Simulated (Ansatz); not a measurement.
```yaml
crystal:
  periodic: [false, false, false]
  atoms:
    - {symbol: In, position_ang: [4.571865, -0.609300, 0.160805]}
    - {symbol: In, position_ang: [-3.784875, 3.491127, 0.093807]}
    - {symbol: Se, position_ang: [-3.908085, -3.933604, 0.429438]}
    - {symbol: Se, position_ang: [1.635959, 4.882125, -0.235390]}
    - {symbol: Se, position_ang: [0.891195, -4.858559, 0.108352]}
basis:
  gaussian: {orbitals: ANO-RCC-VTZP}
total_charge: -1
magnetization: {spin_polarized: true, initial_magnetization: 1}
hamiltonian: {xc: {name: r2SCAN0}}
output: {forces: true}
```

```sh
$ ansatz run in.yaml --threads 4 --pin off --events-out ev --progress --plain --max-ram 4787MiB
```

Does this run fit into the memory that it is given?

No. It has 265 basis functions, and the program plans for 6 GiB where 5 GiB are given.
